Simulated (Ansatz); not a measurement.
An input meant for the cluster La3⁺ (charge 1, singlet; atoms displaced at random, 0.08 Å in each coordinate).

```yaml
crystal:
  periodic: [false, false, false]
  atoms:
    - {symbol: La, position_ang: [-0.168355, -1.339828, 1.716514]}
    - {symbol: La, position_ang: [-0.218355, -1.339828, 1.416514]}
    - {symbol: La, position_ang: [-1.455847, 0.213891, -0.988307]}
basis:
  gaussian: {orbitals: def2-SVP, final_grid: {core_spheres: 5, valence_spheres: 4, degree: 11}}
total_charge: 1
magnetization: {spin_polarized: true, initial_magnetization: 0}
hamiltonian: {xc: {name: B97}}
scf: {omitted_lower_state_checks: [starts]}
```

```sh
$ ansatz run in.yaml --threads 2 --pin off --events-out ev --progress --plain --max-ram 4352MiB
```

Output, abridged:

```
Functional definition: B97
887 factors; their error is unknown
mean field evaluation 1: about 1561.1980 eV, gradient 3.4e1 eV
mean field evaluation 2: about 1645.8997 eV, gradient 8.1e1 eV
mean field evaluation 4: about 1553.0715 eV, gradient 3.1e1 eV
mean field evaluation 8: about 1546.2465 eV, gradient 4.2e-1 eV
mean field evaluation 16: about 1546.2068 eV, gradient 1.4e-2 eV
mean field evaluation 32: about 1545.6542 eV, gradient 2.0e-5 eV
a density is far from that of the atoms, so the factors are made again for it
1094 factors; integrals over basis functions are off by at most 1.0e-4 eV
mean field 1545.65388168 eV, 56.8017324699 hartree, gradient 6.2e-6 eV, S^2 0.990140; 0 other end points of the search recorded, 0 dependent functions left out
reference 1545.65386149 eV, 56.8017317280 hartree; 16, 16 occupied and 80, 80 virtual orbitals, 1094 factors
Total energy: 1545.65386149 eV, 56.8017317280 hartree
Checks for a lower state left out: starts
```

Problem. Something in this input is off. What?

Solution. One atom was put on top of another. Self-consistency was reached. The result belongs to that input, not to the species as meant. The unrestricted singlet has broken spin symmetry (⟨S²⟩ up to 0.99).
